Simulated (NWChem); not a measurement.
**Spin states of H$_{3}$Si$_{2}$**

```xyz
5

Si    -0.5405    -1.1099     0.0304
Si     0.3816     0.9758    -0.0330
H      0.8495    -1.7055    -0.2156
H      1.8043     1.3465     0.2636
H     -0.4286     2.2353    -0.0119
```
Charge 0, spin multiplicity 2.

The numbers come from NWChem runs, not from measurements. Structure: optimised with UPBE0/def2-SVP, a minimum by its harmonic frequencies.

Basis set: def2-TZVP. The gap is E(quartet) − E(doublet) at the geometry of the doublet, so a negative value puts the higher spin lower. Open shells are unrestricted. The quartet is the single determinant that the SCF runs reached; it need not be the lowest quartet, which in molecules with degenerate π orbitals can need several determinants.

B3LYP has NWChem's definition, with VWN1-RPA local correlation. The structure started from a generated list of species. The stability of the SCF solutions was not checked.

**Question.** One of these methods gave a vertical doublet-quartet gap of 49.0 kcal/mol. Which?
(A) B3LYP
(B) CAM-B3LYP
(C) PBE
(D) LC-wPBE (omega 0.3 per bohr)

**Answer.** C, PBE. The others give 52.5 (B3LYP), 50.9 (CAM-B3LYP), 44.2 (LC-wPBE (omega 0.3 per bohr)).
